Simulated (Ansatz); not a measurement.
Species: dipyranylidene `C1=CC(=C2C=COC=C2)C=CO1` with one electron removed (charge 1, multiplicity 2).

**Question.** Give a relaxed geometry from B3LYP-D3(BJ)/def2-SVP (Ansatz, a first-principles code).

**Answer.** the end point of this relaxation (outside a Z-matrix the atoms follow the SMILES, hydrogens last).
Z-matrix (Å, degrees):
```
C
C 1 1.4307
C 1 1.4338 2 122.64
C 3 1.3610 1 120.62 2 180.00
O 4 1.3430 3 122.34 1 0.01
C 5 1.3430 4 119.36 3 0.00
C 6 1.3610 5 122.34 4 0.00
H 3 1.0886 4 117.24 5 -179.99
H 7 1.0886 6 117.24 5 -179.99
H 6 1.0902 5 112.42 4 179.98
H 4 1.0902 5 112.42 6 179.98
C 2 1.4338 1 122.64 3 -179.83
C 12 1.3610 2 120.62 1 180.00
O 13 1.3430 12 122.34 2 0.01
C 14 1.3430 13 119.36 12 0.00
C 15 1.3610 14 122.34 13 0.00
H 16 1.0886 15 117.24 14 -179.99
H 12 1.0886 13 117.24 14 -179.99
H 13 1.0902 14 112.42 15 179.98
H 15 1.0902 14 112.42 13 179.98
```
